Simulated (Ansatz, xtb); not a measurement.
## C2H3BOS: which of two structures lies lower

We compare a, a singlet given by its coordinates, with b, `O=B/C=C\S`, a singlet. Both are isolated molecules in the gas phase, relaxed with PBE0-D3(BJ)/def2-SVP; the shapes shown needn't be the lowest conformers.

a (Å):

```
atom    x (Å)    y (Å)    z (Å)
   C  -1.4679  -1.6301   0.4657
   C  -1.3259  -0.8209   1.5133
   B   1.2467  -0.3851   0.7463
   O   2.0271  -0.7064  -0.1160
   S   0.1126   0.0943   2.0168
   H  -0.6603  -1.8319  -0.2449
   H  -2.4279  -2.1223   0.2943
   H  -2.1473  -0.6331   2.2118
```

Close contacts (Å): C1–C2 1.33, C2–S5 1.78, B3–O4 1.21, B3–S5 1.77, C1–H6 1.09, C1–H7 1.09, C2–H8 1.09.

b (Å):

```xyz
8

C    -1.2372   -0.1191    1.3368
C    -1.1355    0.7968    0.3492
B    -2.5698   -0.5637    1.8963
O    -3.6634   -0.8788    2.3021
S    -2.3906    1.6520   -0.4885
H    -0.3115   -0.5444    1.7345
H    -0.1477    1.0891   -0.0256
H    -3.4439    1.1039    0.1645
```

Quicker runs give these differences E(b) − E(a): GFN2-xTB +0.274 eV; HF/STO-3G +0.463 eV (at GFN2-xTB geometries); r2SCAN-D4/def2-SVP +0.029 eV (at GFN2-xTB geometries).

Problem. Estimate E(b) − E(a) at the level CCSD(T)/def2-SVP + ΔMP2/def2-TZVPP.

Solution. Calculated at CCSD(T)/def2-SVP + ΔMP2/def2-TZVPP: E(b) − E(a) = +0.132 eV, so structure a lies lower.

How the difference moves with the method:

```
                             level              geometry  E(b) − E(a) (eV)  departure from the last row (eV)  job, with rough time for the two
                          GFN2-xTB              GFN2-xTB              +0.274                            +0.142              optimisation, 0.74 s
                         HF/STO-3G              GFN2-xTB              +0.463                            +0.331              single point, 0.87 s
                r2SCAN-D4/def2-SVP              GFN2-xTB              +0.029                            −0.103               single point, 4.8 s
              PBE0-D3(BJ)/def2-SVP  PBE0-D3(BJ)/def2-SVP              +0.037                            −0.095                optimisation, 61 s
                       HF/def2-SVP  PBE0-D3(BJ)/def2-SVP              +0.062                            −0.070           part of the CCSD(T) run
                      MP2/def2-SVP  PBE0-D3(BJ)/def2-SVP              +0.116                            −0.016           part of the CCSD(T) run
                  CCSD(T)/def2-SVP  PBE0-D3(BJ)/def2-SVP              +0.117                            −0.015                      single point
CCSD(T)/def2-SVP + ΔMP2/def2-TZVPP  PBE0-D3(BJ)/def2-SVP              +0.132                                                  single point, 43 s
```

None of the levels shown reverses the order. The largest departure from CCSD(T)/def2-SVP + ΔMP2/def2-TZVPP is that of HF/STO-3G, 0.331 eV. The last row adds to CCSD(T) the change of the MP2 difference between the two basis sets, here +0.015 eV.

With harmonic frequencies from PBE0-D3(BJ)/def2-SVP (ideal gas, rigid rotor, one conformer each, 298.15 K, 1 atm): the zero-point term adds −0.035 eV; ΔH is +0.090 and ΔG +0.107 eV.

The correlated steps freeze 9 core orbitals. Programs: Ansatz 0.2.0, xtb 6.7.1; the last row on 2 threads of Intel(R) Xeon(R) Processor @ 2.50GHz (Skylake/Cascade Lake) on a shared host.
